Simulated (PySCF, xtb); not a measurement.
C5H9N, SMILES C=C(C)/N=C/C.

GFN2-xTB (xtb) at its own geometry gives an orbital gap of 3.23 eV and a dipole moment of 1.35 D.

Geometry optimised at B3LYP-D3(BJ)/def2-SVP. The structure was generated by enumeration; whether it is a known compound was not checked. The values are those of a single conformer.

Task: What does M06-2X/def2-TZVP run with PySCF give? (Estimate from the structure and the level; the computed values follow.)

Result: gap 8.19 eV (levels -7.78 and 0.41 eV), dipole 1.44 D.
